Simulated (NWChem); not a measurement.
System: C3H2F3, doublet; SMILES F/C=C/[C](F)F

Input file for NWChem:

```
start job
memory heap 200 mb stack 700 mb global 900 mb
geometry units angstroms noautosym nocenter noautoz
  F     -0.172116    -2.655162     0.000000
  C      0.354009    -1.416767     0.000000
  C     -0.494967    -0.322574     0.000000
  C     -0.071250     0.978793     0.000000
  F     -0.883198     2.026406     0.000000
  F      1.207811     1.340067     0.000000
  H      1.436295    -1.393859     0.000000
  H     -1.566749    -0.489949     0.000000
end
basis spherical
  * library def2-svp
end
dft
  odft
  mult 2
  xc m06-2x
  iterations 150
end
cosmo
  do_cosmo_smd true
  solvent ethanol
end
task dft energy
```

NWChem printed, in part:

```
             Northwest Computational Chemistry Package (NWChem) 7.3.0
             --------------------------------------------------------

                             Geometry "geometry" -> ""
                             -------------------------

 Output coordinates in angstroms (scale by  1.889725989 to convert to a.u.)

  No.       Tag          Charge          X              Y              Z
 ---- ---------------- ---------- -------------- -------------- --------------
    1 F                    9.0000    -0.17211600    -2.65516200     0.00000000
    2 C                    6.0000     0.35400900    -1.41676700     0.00000000
    3 C                    6.0000    -0.49496700    -0.32257400     0.00000000
    4 C                    6.0000    -0.07125000     0.97879300     0.00000000
    5 F                    9.0000    -0.88319800     2.02640600     0.00000000
    6 F                    9.0000     1.20781100     1.34006700     0.00000000
    7 H                    1.0000     1.43629500    -1.39385900     0.00000000
    8 H                    1.0000    -1.56674900    -0.48994900     0.00000000

 Effective nuclear repulsion energy (a.u.)     222.1141069826

                                 NWChem DFT Module
                                 -----------------

 Summary of "ao basis" -> "ao basis" (spherical)
 ------------------------------------------------------------------------------
       Tag                 Description            Shells   Functions and Types
 ---------------- ------------------------------  ------  ---------------------
 F                          def2-svp                 6       14   3s2p1d
 C                          def2-svp                 6       14   3s2p1d
 H                          def2-svp                 3        5   2s1p

 in cosmo_initialize ...
 calling solv_data for solv:ethanol

 solvent parameters
 solvname_short: ethanol
 solvname_long:  ethanol
 dielec:       24.8520
 dielecinf:     1.8526
 nonaqueous SMD model solvent descriptors
 dielec:       24.8520
 sola:          0.3700
 solb:          0.4800
 solc:          0.0000
 solg:         31.6200
 solh:          0.0000
 soln:          1.3611

          ---------------
          -cosmo- solvent
          ---------------
 Cosmo: York-Karplus, doi: 10.1021/jp992097l
 dielectric constant -eps-     =  24.85
 screen = (eps-1)/(eps    )    =   0.95976
 surface charge correction     = lagrangian

   van der Waals surface
 --------------------------

 ---------- ATOMIC COORDINATES (A.U.) ------------ VDWR(ANG.) --
     1   -0.32525208   -5.01752864    0.00000000     1.730
     2    0.66898001   -2.67730142    0.00000000     1.850
     3   -0.93535200   -0.60957647    0.00000000     1.850
     4   -0.13464298    1.84965057    0.00000000     1.850
     5   -1.66900221    3.82935208    0.00000000     1.730
     6    2.28243184    2.53235944    0.00000000     1.730
     7    2.71420399   -2.63401158    0.00000000     1.200
     8   -2.96072630   -0.92586936    0.00000000     1.200
 number of segments per atom =        128
 number of   points per atom =        128
 atom (   nspa,  nppa )
 ----------------------
    1 (     88,     0 )       0
    2 (     46,     0 )       0
    3 (     46,     0 )       0
    4 (     36,     0 )       0
    5 (     84,     0 )       0
    6 (     82,     0 )       0
    7 (     48,     0 )       0
    8 (     52,     0 )       0
 number of -cosmo- surface points =      482
 molecular surface =    112.829 angstrom**2
 molecular volume  =     89.031 angstrom**3
 -lineq- algorithm             =   0
 -bem- low  level              =   3
 -bem- from -octahedral-
 gaussian surface charge width =   4.50000
 degree of switching           =   1.00000
 switching function tolerance  =   0.00010
 atomic radii =
 --------------
    1  9.000  1.730
    2  6.000  1.850
    3  6.000  1.850
    4  6.000  1.850
    5  9.000  1.730
    6  9.000  1.730
    7  1.000  1.200
    8  1.000  1.200
 ...... end of -cosmo- initialization ......

 nat:                     8
 ixmem:                  3618
 calling mnsol_interface()
 G(SMD-CDS) energy (kcal/mol)  =     1.855
 SMD-CDS SASA (angstrom**2)    =   129.855

            General Information
            -------------------
          SCF calculation type: DFT
          Wavefunction type:  spin polarized.
          No. of atoms     :     8
          No. of electrons :    47
           Alpha electrons :    24
            Beta electrons :    23
          Charge           :     0
          Spin multiplicity:     2
          Use of symmetry is: off; symmetry adaption is: off
          Maximum number of iterations: 150
          AO basis - number of functions:    94
                     number of shells:    42
          Convergence on energy requested:  1.00D-06
          Convergence on density requested:  1.00D-05
          Convergence on gradient requested:  5.00D-04

              XC Information
              --------------
                       M06-2X Method XC Functional
                     Hartree-Fock (Exact) Exchange  0.540
                        M06-2X Exchange Functional  1.000
                      M06-2X Correlation Potential  1.000

             Grid Information
             ----------------
          Grid used for XC integration:  medium
          Radial quadrature: Mura-Knowles
          Angular quadrature: Lebedev.
          Tag              B.-S. Rad. Rad. Pts. Rad. Cut. Ang. Pts.
          ---              ---------- --------- --------- ---------
          F                   0.50       49          11.0       434
          C                   0.70       49           8.0       434
          H                   0.35       45           9.0       434
          Grid pruning is: on
          Number of quadrature shells:   384
          Spatial weights used:  Erf1

      Superposition of Atomic Density Guess
      -------------------------------------

 Sum of atomic energies:        -411.75052371

      Non-variational initial energy
      ------------------------------

 Total energy =    -414.049397
 1-e energy   =   -1011.275842
 2-e energy   =     375.112337
 HOMO         =      -0.060680
 LUMO         =       0.138133

[...]

                                COSMO-SMD solvation results
                                ---------------------------

             internal energy in gas <Psi(g)|H|Psi(g)> =      -414.496423449155
         internal energy in solvent <Psi(s)|H|Psi(s)> =      -414.495926897122
                               delta internal energy  =         0.000496552033 (    0.31 kcal/mol)
   total free energy in solvent <Psi(s)|H+V/2|Psi(s)> =      -414.501690156031
 polarization energy contribution <Psi(s)|V/2|Psi(s)> =        -0.005763258909 (   -3.62 kcal/mol)
    total free energy in solvent including G(SMD-CDS) =      -414.498733970532
                       G(SMD-CDS) energy contribution =         0.002956185499 (    1.86 kcal/mol)
     1 M fixed-concentration free energy of solvation =        -0.002310521377 (   -1.45 kcal/mol)

                    DFT Final Alpha Molecular Orbital Analysis
                    ------------------------------------------

 Vector   22  Occ=1.000000D+00  E=-4.570081D-01
              MO Center=  1.0D-01, -1.6D+00, -6.2D-11, r^2= 2.2D+00
   Bfn.  Coefficient  Atom+Function         Bfn.  Coefficient  Atom+Function
  ----- ------------  ---------------      ----- ------------  ---------------
     4      0.413647  1 F  px                18      0.316332  2 C  px
    85      0.295814  7 H  s                  7     -0.288450  1 F  px
    32     -0.246969  3 C  px                31     -0.182106  3 C  s
    90      0.170911  8 H  s                 33      0.147137  3 C  py
    35     -0.127403  3 C  px                17      0.125608  2 C  s

 Vector   23  Occ=1.000000D+00  E=-3.853560D-01
              MO Center= -1.4D-01, -3.2D-01, -9.1D-10, r^2= 2.5D+00
   Bfn.  Coefficient  Atom+Function         Bfn.  Coefficient  Atom+Function
  ----- ------------  ---------------      ----- ------------  ---------------
    34      0.380612  3 C  pz                20      0.296036  2 C  pz
    48      0.280776  4 C  pz                37      0.259136  3 C  pz
     6      0.225949  1 F  pz                76      0.188099  6 F  pz
    62      0.177695  5 F  pz                 9     -0.175792  1 F  pz
    23      0.149589  2 C  pz                79     -0.144329  6 F  pz

 Vector   24  Occ=1.000000D+00  E=-2.324271D-01
              MO Center=  1.3D-01, -2.8D-01, -1.7D-09, r^2= 2.9D+00
   Bfn.  Coefficient  Atom+Function         Bfn.  Coefficient  Atom+Function
  ----- ------------  ---------------      ----- ------------  ---------------
    48     -0.479740  4 C  pz                20      0.467764  2 C  pz
    23      0.388493  2 C  pz                51     -0.303367  4 C  pz
     6      0.208318  1 F  pz                62     -0.193379  5 F  pz
     9     -0.189352  1 F  pz                76     -0.179095  6 F  pz
    65      0.166486  5 F  pz                79      0.159387  6 F  pz

 Vector   25  Occ=0.000000D+00  E= 8.042982D-02
              MO Center= -2.1D-01, -1.9D-01, -1.0D-08, r^2= 2.4D+00
   Bfn.  Coefficient  Atom+Function         Bfn.  Coefficient  Atom+Function
  ----- ------------  ---------------      ----- ------------  ---------------
    37      0.791782  3 C  pz                51     -0.507954  4 C  pz
    23     -0.494553  2 C  pz                34      0.462796  3 C  pz
    48     -0.416903  4 C  pz                20     -0.313073  2 C  pz
    79      0.137304  6 F  pz                76     -0.136311  6 F  pz
    65      0.134687  5 F  pz                62     -0.122163  5 F  pz

 Vector   26  Occ=0.000000D+00  E= 1.307211D-01
              MO Center= -1.1D+00, -5.8D-01, -1.5D-10, r^2= 3.6D+00
   Bfn.  Coefficient  Atom+Function         Bfn.  Coefficient  Atom+Function
  ----- ------------  ---------------      ----- ------------  ---------------
    91      1.759863  8 H  s                 31     -1.189904  3 C  s
    35      0.728758  3 C  px                 3      0.296950  1 F  s
    22      0.297444  2 C  py                86     -0.287834  7 H  s
    46      0.224676  4 C  px                32      0.211842  3 C  px
    21      0.201456  2 C  px                90      0.195041  8 H  s

 Vector   27  Occ=0.000000D+00  E= 1.500802D-01
              MO Center=  1.5D+00, -8.3D-01, -4.2D-10, r^2= 3.7D+00
   Bfn.  Coefficient  Atom+Function         Bfn.  Coefficient  Atom+Function
  ----- ------------  ---------------      ----- ------------  ---------------
    86      2.021049  7 H  s                 17     -1.614038  2 C  s
    21     -0.825439  2 C  px                45      0.701659  4 C  s
    73     -0.401809  6 F  s                 35      0.278867  3 C  px
    22     -0.275627  2 C  py                16     -0.251560  2 C  s
    49      0.239636  4 C  px                18     -0.218328  2 C  px

                     DFT Final Beta Molecular Orbital Analysis
                     -----------------------------------------

 Vector   21  Occ=1.000000D+00  E=-5.027237D-01
              MO Center= -1.9D-01, -7.0D-02, -3.5D-10, r^2= 3.2D+00
   Bfn.  Coefficient  Atom+Function         Bfn.  Coefficient  Atom+Function
  ----- ------------  ---------------      ----- ------------  ---------------
    75      0.353407  6 F  py                32     -0.274619  3 C  px
    90      0.272252  8 H  s                 78     -0.241487  6 F  py
    33     -0.239729  3 C  py                47      0.217557  4 C  py
     5      0.195055  1 F  py                 4     -0.176989  1 F  px
    44     -0.149395  4 C  s                 61      0.148614  5 F  py

 Vector   22  Occ=1.000000D+00  E=-4.541084D-01
              MO Center=  1.4D-01, -1.6D+00, -5.6D-11, r^2= 2.2D+00
   Bfn.  Coefficient  Atom+Function         Bfn.  Coefficient  Atom+Function
  ----- ------------  ---------------      ----- ------------  ---------------
     4      0.410741  1 F  px                18      0.309597  2 C  px
    85      0.308421  7 H  s                  7     -0.287478  1 F  px
    32     -0.243234  3 C  px                31     -0.185864  3 C  s
    90      0.160241  8 H  s                 33      0.158369  3 C  py
    86      0.128820  7 H  s                 35     -0.126734  3 C  px

 Vector   23  Occ=1.000000D+00  E=-3.507596D-01
              MO Center= -2.7D-01, -2.9D-01, -3.9D-10, r^2= 2.1D+00
   Bfn.  Coefficient  Atom+Function         Bfn.  Coefficient  Atom+Function
  ----- ------------  ---------------      ----- ------------  ---------------
    34      0.465163  3 C  pz                37      0.352894  3 C  pz
    48      0.213549  4 C  pz                20      0.203460  2 C  pz
     6      0.188191  1 F  pz                76      0.158200  6 F  pz
    62      0.156021  5 F  pz                 9     -0.150523  1 F  pz
    65     -0.123956  5 F  pz                79     -0.123909  6 F  pz

 Vector   24  Occ=0.000000D+00  E=-2.546997D-02
              MO Center=  1.5D-01, -3.3D-01, -1.9D-09, r^2= 3.0D+00
   Bfn.  Coefficient  Atom+Function         Bfn.  Coefficient  Atom+Function
  ----- ------------  ---------------      ----- ------------  ---------------
    23      0.470925  2 C  pz                48     -0.439832  4 C  pz
    20      0.422238  2 C  pz                51     -0.369309  4 C  pz
     6      0.193325  1 F  pz                 9     -0.194267  1 F  pz
    62     -0.175754  5 F  pz                65      0.164655  5 F  pz
    76     -0.160548  6 F  pz                79      0.158241  6 F  pz

 Vector   25  Occ=0.000000D+00  E= 1.222014D-01
              MO Center= -7.4D-02, -1.7D-01, -3.0D-08, r^2= 2.8D+00
   Bfn.  Coefficient  Atom+Function         Bfn.  Coefficient  Atom+Function
  ----- ------------  ---------------      ----- ------------  ---------------
    37      0.772784  3 C  pz                51     -0.611578  4 C  pz
    23     -0.597050  2 C  pz                34      0.406910  3 C  pz
    48     -0.405254  4 C  pz                20     -0.300592  2 C  pz
    65      0.165183  5 F  pz                79      0.165634  6 F  pz
    76     -0.157597  6 F  pz                 9      0.151221  1 F  pz

 Vector   26  Occ=0.000000D+00  E= 1.355433D-01
              MO Center= -1.3D+00, -5.7D-01, -3.5D-09, r^2= 3.6D+00
   Bfn.  Coefficient  Atom+Function         Bfn.  Coefficient  Atom+Function
  ----- ------------  ---------------      ----- ------------  ---------------
    91      1.885241  8 H  s                 31     -1.307051  3 C  s
    35      0.786310  3 C  px                86     -0.381135  7 H  s
    22      0.261489  2 C  py                 3      0.244590  1 F  s
    32      0.219693  3 C  px                45      0.208190  4 C  s
    21      0.200288  2 C  px                46      0.195870  4 C  px

   alpha - beta orbital overlaps
   -----------------------------

   alpha      1      2      3      4      5      6      7      8      9     10
    beta      1      2      3      4      5      6      7      8      9     10
 overlap   0.998  0.998  1.000  1.000  1.000  1.000  1.000  1.000  1.000  0.999

   alpha     11     12     13     14     15     16     17     18     19     20
    beta     11     12     13     14     15     16     18     19     17     20
 overlap   0.997  0.997  1.000  0.999  0.999  0.999  0.999  1.000  0.999  0.999

   alpha     21     22     23     24     25     26     27     28     29     30
    beta     21     22     23     24     25     26     27     28     29     30
 overlap   0.999  0.999  0.985  0.996  0.983  0.993  0.997  0.993  0.995  0.997

[...]
```

Level: M06-2X/def2-SVP, spin-unrestricted, SMD on the gas-phase geometry. In the optimisation the excess spin sits in a" (Cs, its own frame). Geometry: optimised at B3LYP/6-31G* (spherical d), spin-unrestricted. No stability test was run on the SCF state. Solvent: ethanol.
